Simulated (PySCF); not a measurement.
Si(F)2(Cl)(Me) (CH3ClF2Si), SMILES Cl[Si](C)(F)F. Coordinates come from a PBE0-D3(BJ)/def2-SVP optimisation.

These are PySCF 2.14.0 with PBE0-D3(BJ)/def2-SVP values and carry that method's errors.

Harmonic wavenumbers (cm⁻¹): 131, 179, 199, 253, 294, 332, 546, 738, 784, 811, 922, 982, 1282, 1419, 1421, 3071, 3182, 3185. Rotational constants (GHz): 3.661, 2.348, 2.255; symmetry number 1.

Q: Work out the zero-point energy and the ideal-gas rigid-rotor harmonic-oscillator thermochemistry at 298.15 K and 1 atm.

A: ZPE = ½ Σ hcν = ½ × 19730 cm⁻¹ = 28.21 kcal/mol. H − E(el) = 32.89 kcal/mol. Entropy in cal/(mol K): translation 40.17, rotation 27.21, vibration 13.35, total 80.74. G − E(el) = 8.82 kcal/mol. Cp = 23.08 cal/(mol K). Modes under 150 cm⁻¹ make the vibrational entropy uncertain.
